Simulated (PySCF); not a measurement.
## La³²⁺: ionisation energy

La³²⁺ [Ar] 3d7 (4F) → La³³⁺ [Ar] 3d6 (5D), as a difference of total energies. All numbers are calculated (PySCF 2.14, the spin-free X2C one-electron Hamiltonian (Gaussian nucleus), in an uncontracted even-tempered set (18 s from 4.7 bohr⁻², ratio 2.5; 13 p from 6.1 bohr⁻², ratio 2.5; 8 d from 6.1 bohr⁻², ratio 2.5; 4 f from 27 bohr⁻², ratio 2.7; 3 g from 40 bohr⁻², ratio 2.7)). Correlated levels: outer shells: [Ne] frozen; virtual orbitals above 40 to 60 times the deepest correlated orbital energy dropped. The calculations carry no spin-orbit coupling.

| method | ionisation energy (eV) |
| --- | --- |
| UHF | 2071.6 |
| LDA | 2072.1 |
| PBE | 2072.7 |
| PBE0 | 2072.9 |
| r2SCAN | 2074.0 |
| BHandHLYP | 2073.1 |
| B97-3 | 2073.1 |
| MP2 (outer shells) | 2072.8 |
| SCS-MP2 (outer shells) | 2073.0 |

Spin-orbit coupling is strong in these open shells (close to jj coupling). The scalar numbers leave it out and a first-order estimate fails, so it can dominate the gap to the real levels.

Breit and QED terms and the two-electron picture change are absent.

For comparison: 2069 ± 4 eV (theoretical estimate listed by NIST; NIST Atomic Spectra Database, ionization energies).
